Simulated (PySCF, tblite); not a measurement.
Species: C7H16P2.
Geometry (GFN2-xTB, Å), atoms numbered from 1 in this order:
```
atom  x, y, z in Å
C1    -1.3175   -0.5040    2.2428
P2    -1.3046   -0.0893    0.5916
C3    -2.7061    0.0862   -0.6485
C4    -0.4883    1.5445    0.4430
C5     0.9931    1.3171    0.7073
P6     1.8542    0.7216   -0.8342
C7     3.1150   -0.3613   -0.0267
C8     0.6297   -0.5822   -1.3741
C9    -0.1759   -1.2475   -0.2694
H10   -1.9740    0.1594    2.8061
H11   -1.6173   -1.5443    2.3740
H12   -3.2906   -0.8345   -0.6366
H13   -3.3456    0.9050   -0.3160
H14   -2.3645    0.2875   -1.6615
H15   -0.6612    2.0043   -0.5335
H16   -0.9256    2.1860    1.2142
H17    1.0988    0.5907    1.5213
H18    1.4847    2.2466    1.0093
H19    3.8186    0.2746    0.5077
H20    2.6609   -1.0616    0.6725
H21    3.6583   -0.9076   -0.7961
H22   -0.0440   -0.1035   -2.0910
H23    1.2036   -1.3297   -1.9319
H24    0.4686   -1.6735    0.5035
H25   -0.7813   -2.0604   -0.6859
```

Level of theory: PBE0/pcSseg-1 in PySCF (dipole) on a GFN2-xTB geometry, gas phase.

Take the most abundant isotopes and a rigid rotor. The values belong to one conformer with, in the numbering `[CH2:1]=[P:2]1([CH3:3])[CH2:4][CH2:5][P:6]([CH3:7])[CH2:8][CH2:9]1`, C1–P2–C4–C5 72°, P2–C4–C5–P6 83°, C4–C5–P6–C7 -147°, C5–P6–C8–C9 -29°.

(1) Give the principal moments of inertia and the rotational constants in MHz.

(2) Classify the top.

(3) What does the inertial defect say?

(4) Give the other two planar moments, Paa and Pbb, and the rms extents of the mass along the axes.

(5) Where do the levels up to J = 3 lie, in K?

(6) Predict some low-J microwave lines.

(7) Estimate the classical rotational partition function at 100 K, 200 K and 298.15 K.

Answers

(1) Ia = 253.40, Ib = 618.48, Ic = 648.98 u·Å²; 505379 MHz·u·Å²/I gives A = 1994, B = 817.1, C = 778.7 MHz.

(2) A near-prolate asymmetric top; Ray's κ = -0.937.

(3) Not planar: Δ = Ic − Ia − Ib = -222.91 u·Å². For a rigid frame Δ = −2 Σ m c², so Σ m c² = 111.45 u·Å² lies off the ab plane: 29.58 from hydrogen and 81.87 from heavier atoms. The atom farthest from that plane is 2.09 Å away.

(4) Paa = Σ m a² = (Ib + Ic − Ia)/2 = 507.03 and Pbb = Σ m b² = (Ia + Ic − Ib)/2 = 141.95 u·Å². With the mass M = 162.07 u, the rms extents √(P/M) along a, b and c are 1.77, 0.94, 0.83 Å.

(5) Above 0(0,0), as E/k:
J = 1: 1(0,1) 0.077, 1(1,1) 0.133, 1(1,0) 0.135
J = 2: 2(0,2) 0.230, 2(1,2) 0.284, 2(1,1) 0.290, 2(2,1) 0.459, 2(2,0) 0.459
J = 3: 3(0,3) 0.459, 3(1,3) 0.511, 3(1,2) 0.522, 3(2,2) 0.689, 3(2,1) 0.689, 3(3,1) 0.976, 3(3,0) 0.976
Those of J = 1 are B + C, A + C and A + B.

(6) The dipole components are |μa| = 0.26 D, |μb| = 2.13 D, |μc| = 0.68 D. Intensities carry the squares of the components, which stand as 0.01 : 1.00 : 0.10 (a : b : c). Some lines, for components of 0.1 D or more:

```tsv
type	branch	J(Ka,Kc)	MHz	lower level (cm⁻¹)
b	Q	1(1,0) ← 1(0,1)	1216	0.053
b	R	3(1,2) ← 2(2,1)	1313	0.319
b	Q	4(1,3) ← 4(0,4)	1400	0.532
b	R	2(1,2) ← 1(0,1)	4331	0.053
c	R	2(1,1) ← 1(0,1)	4446	0.053
a	R	3(0,3) ← 2(0,2)	4784	0.160
b	R	3(1,3) ← 2(0,2)	5869	0.160
b	Q	3(3,0) ← 3(2,1)	5978	0.479
b	R	2(2,1) ← 1(1,0)	6762	0.094
c	R	2(2,0) ← 1(1,0)	6763	0.094
b	R	3(3,1) ← 2(2,0)	10769	0.319
b	R	4(3,2) ← 3(2,1)	12363	0.479
```

(7) Point group C1, symmetry number σ = 1; q = (√π/σ)·√((kT/h)³/(ABC)), k/h = 20836.6 MHz/K: 150000 at 100 K, 423000 at 200 K, 770000 at 298.15 K.

Its GFN2-xTB frequencies are all real (lowest 58 cm⁻¹). No vibrational averaging or centrifugal distortion is included, and the geometry carries the error of its method. A rigid rotor knows nothing of internal rotation, which can split or shift real lines.
